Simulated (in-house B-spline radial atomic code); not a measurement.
# RPA and G0W0 on PBE0: the potassium ion K⁴⁺

Configuration [Ne] 3s2 3p3, highest spin, mean-field start PBE0. Computed with a B-spline radial code for spherical atoms: all electrons, scalar-relativistic (spin-free one-electron X2C), finite nucleus, each spin shell either full or empty, empty states to l = 9 with an (l + 1/2)⁻⁴ tail; G0W0 by contour deformation at full frequency.

Command:
```bash
python run_gw.py task.json out
```
Settings (radii: box in bohr, nucleus in fm):
```
Z                        19
electrons                15
configuration            [Ne] 3s2 3p3
hamiltonian              x2c
method                   pbe0
lmax                     9
rms_radius               3.4349
spin_polarised           True
box_radius               11.96
intervals                69
```

Time taken, with all properties: 1.5 s on 1 thread of AMD EPYC 7R13 Processor, with other jobs on the host.

Energies (hartree):

```tsv
term	value
mean-field total	-596.82913
Hartree-Fock functional on these orbitals	-596.37687
direct second order	-1.0259
second-order exchange	0.37386
SOSEX correction	0.34145
```

Problem. What is the RPA correlation energy, and what remains with SOSEX?

Solution. RPA gives -0.90909 hartree (-1.65 eV per electron); RPA + SOSEX gives -0.56763, and the second-order doubles -0.65204 hartree (no singles). RPA lacks exchange-type terms and so overcorrelates at short range.

Quasi-particle levels (eV):

```csv
level,occupied,mean field,Σx - vxc,Σc,QP weight,G0W0
3p up,yes,-75.76,-6.10,?,?,?
3s down,yes,-88.10,-3.79,-2.67,0.954,-94.56
2p down,yes,-351.20,-23.56,7.29,0.900,-367.47
3p down,no,-66.15,7.97,-3.13,0.950,-61.32
```

G0W0 = mean field + (Σx - vxc) + Σc, with Σc (partial-wave tail included) taken at the quasi-particle energy. Only the outer levels were computed. Levels of low weight are left out.

Problem. Where does G0W0 put 3p up?

Solution. At -82.09 eV, with Σc = -0.23 eV and a quasi-particle weight of 0.950. The tabulated removal energy is 82.66 ± 0.16 eV (NIST, semi-empirical); the calculation leaves out spin-orbit coupling, Breit and QED terms, and what these don't explain is the method's own error.
